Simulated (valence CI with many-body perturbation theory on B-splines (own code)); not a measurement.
## Hyperfine factors and g values of Rh XXXI

Calculated by valence CI with perturbative core correlation (CI+MBPT): five valence electrons over a frozen Dirac-Fock core [Ne], radial functions for each j: 9 s, 9 p, 8 d, 6 f, 3 g, 1 h, with the one-electron correlation potential Σ1, the two-electron term Σ2, the three-electron term Σ3, Breit, model QED; selected CI, second order for the rest (own B-spline code, finite nucleus).

The last digits are not significant, and no measured levels were compared; by estimate large intervals hold to a few tenths of a per cent, small ones and those within an open d or f shell to about a per cent. Among the levels kept, up to 600 cm⁻¹ of a level comes from second order outside the variational space, and about a tenth of that is noise between levels of different J, which matters for small intervals.

A/g_I is the dipole constant over the nuclear g factor μ/I (μ in nuclear magnetons, uniformly magnetised nucleus), B/Q the quadrupole constant per barn. Both hold the static response of the core; the bare values leave it out. Large factors of s and p1/2 electrons are usually good to 5 to 10 %; those of open d and f shells near neutrality can be off by tens of per cent, and small factors of p3/2, d and f electrons come from cancelling terms and can be off by a factor of two or in sign, in half-filled shells by more. B is blank for J = 1/2, where it vanishes, and for nearly pure S terms. Energies count from the lowest level.

Levels are named by their leading jj configuration (3d3/2^4 stands for four electrons in 3d with j = 3/2), which in mixed levels can hold well under half, so a name can repeat and another be missing. Letters in brackets count levels of one name in rising energy.

| Level | E (cm⁻¹) | g | A/g_I (MHz) | A/g_I bare | B/Q (MHz/b) | B/Q bare |
| --- | --- | --- | --- | --- | --- | --- |
| (3s^2 3p1/2^2 3p3/2) J=3/2 | 0 | 1.490 | 30800 | 31100 | 50200 | 49100 |
| (3s^2 3p1/2 3p3/2^2) J=3/2 | 223750 | 1.373 | 5340 | 6130 | 24200 | 23700 |
| (3s^2 3p1/2 3p3/2^2) J=5/2 | 273840 | 1.196 | 71700 | 70300 | -267 | -258 |
| (3s^2 3p1/2 3p3/2^2) J=1/2 | 337030 | 0.660 | 213000 | 206000 |  |  |
| (3s^2 3p3/2^3) J=3/2 | 563200 | 1.262 | 38400 | 38000 | -74400 | -72800 |
| (3s 3p1/2^2 3p3/2^2) J=5/2 | 852460 | 1.523 | 144000 | 141000 | 26900 | 26400 |
| (3s^2 3p1/2^2 3d3/2) J=3/2 [a] | 925630 | 1.039 | -7840 | -6310 | -25300 | -24300 |
| (3s 3p1/2^2 3p3/2^2) J=1/2 | 984420 | 2.377 | 500000 | 486000 |  |  |
| (3s^2 3p1/2^2 3d3/2) J=3/2 [b] | 1019100 | 1.086 | 26900 | 27100 | -5110 | -4730 |
| (3s^2 3p1/2^2 3d5/2) J=5/2 | 1070100 | 1.169 | 15300 | 15900 | 21800 | 22200 |
| (3s 3p1/2 3p3/2^3) J=3/2 | 1122200 | 1.232 | 54500 | 53700 | -45200 | -44100 |
| (3s 3p1/2 3p3/2^3) J=5/2 | 1162100 | 1.194 | 123000 | 120000 | -55800 | -54600 |
| (3s^2 3p1/2 3p3/2 3d3/2) J=3/2 [a] | 1168400 | 1.021 | 48300 | 47900 | -32200 | -31500 |
| (3s^2 3p1/2 3p3/2 3d3/2) J=1/2 [a] | 1177200 | 0.441 | 61300 | 60400 |  |  |
| (3s^2 3p1/2 3p3/2 3d3/2) J=5/2 [a] | 1192000 | 0.998 | 81800 | 79900 | -45700 | -44200 |
| (3s^2 3p1/2 3p3/2 3d3/2) J=7/2 | 1220700 | 1.126 | 45900 | 45500 | 23600 | 23700 |
| (3s^2 3p1/2 3p3/2 3d5/2) J=7/2 [a] | 1242000 | 1.299 | 1050 | 2120 | 73300 | 72500 |
| (3s 3p1/2 3p3/2^3) J=1/2 | 1278800 | 1.056 | 34300 | 33700 |  |  |
| (3s^2 3p1/2 3p3/2 3d5/2) J=9/2 | 1289300 | 1.235 | 37200 | 37000 | 30700 | 31000 |
| (3s^2 3p1/2 3p3/2 3d5/2) J=3/2 [a] | 1294200 | 1.147 | -10200 | -8690 | -32900 | -32200 |
| (3s^2 3p1/2 3p3/2 3d5/2) J=5/2 [a] | 1312700 | 1.241 | 34000 | 34100 | -18100 | -17300 |
| (3s^2 3p1/2 3p3/2 3d3/2) J=3/2 [b] | 1367100 | 1.220 | -8960 | -7370 | 10400 | 10100 |
| (3s^2 3p1/2 3p3/2 3d3/2) J=5/2 [b] | 1376500 | 1.336 | 40900 | 41000 | -3650 | -3630 |
| (3s^2 3p1/2 3p3/2 3d5/2) J=7/2 [b] | 1381100 | 1.045 | 43300 | 42700 | 47700 | 47400 |
| (3s^2 3p1/2 3p3/2 3d3/2) J=1/2 [b] | 1392100 | 2.034 | 99200 | 97900 |  |  |
| (3s^2 3p1/2 3p3/2 3d5/2) J=3/2 [b] | 1418800 | 1.421 | 58100 | 57700 | -5940 | -5980 |
| (3s^2 3p1/2 3p3/2 3d5/2) J=3/2 [c] | 1445600 | 0.884 | 52500 | 51600 | 24800 | 24500 |
| (3s^2 3p1/2 3p3/2 3d5/2) J=5/2 [b] | 1455000 | 1.109 | 10000 | 10500 | 41800 | 41500 |
| (3s^2 3p3/2^2 3d5/2) J=1/2 | 1461100 | 1.282 | 226000 | 219000 |  |  |
| (3s^2 3p3/2^2 3d5/2) J=7/2 | 1524000 | 1.243 | 20100 | 20500 | 17300 | 17400 |
| (3s^2 3p1/2 3p3/2 3d5/2) J=1/2 | 1539000 | 1.127 | 5490 | 6050 |  |  |
| (3s^2 3p3/2^2 3d5/2) J=9/2 | 1547800 | 1.203 | 22800 | 23100 | 65900 | 65400 |
| (3s^2 3p3/2^2 3d3/2) J=1/2 | 1589400 | 1.308 | 19700 | 19400 |  |  |
| (3s^2 3p3/2^2 3d3/2) J=5/2 | 1602200 | 1.194 | 51900 | 51400 | -25600 | -25100 |
| (3s^2 3p3/2^2 3d3/2) J=3/2 [a] | 1602500 | 1.118 | 21300 | 21700 | -24100 | -23900 |
| (3s^2 3p3/2^2 3d3/2) J=7/2 | 1636800 | 1.109 | 31100 | 31200 | 618 | 1420 |
| (3s^2 3p3/2^2 3d5/2) J=5/2 [a] | 1674900 | 1.204 | 11400 | 12100 | 88800 | 87500 |
| (3s^2 3p3/2^2 3d3/2) J=3/2 [b] | 1690400 | 1.064 | 19200 | 19900 | 4990 | 5270 |
| (3s^2 3p3/2^2 3d5/2) J=3/2 | 1758500 | 0.992 | 17300 | 17600 | 12300 | 12200 |
| (3s 3p3/2^4) J=1/2 | 1763700 | 1.682 | 321000 | 311000 |  |  |

**Question.** Take the isotope of mass number 103, with I = 1/2, μ = -0.08829 μN. What is the hyperfine structure of (3s 3p1/2^2 3p3/2^2) J=5/2?

**Answer.** From the table A = -25400 MHz. Shifts from the centre of gravity in MHz: F = 2: 44400, F = 3: -31800.
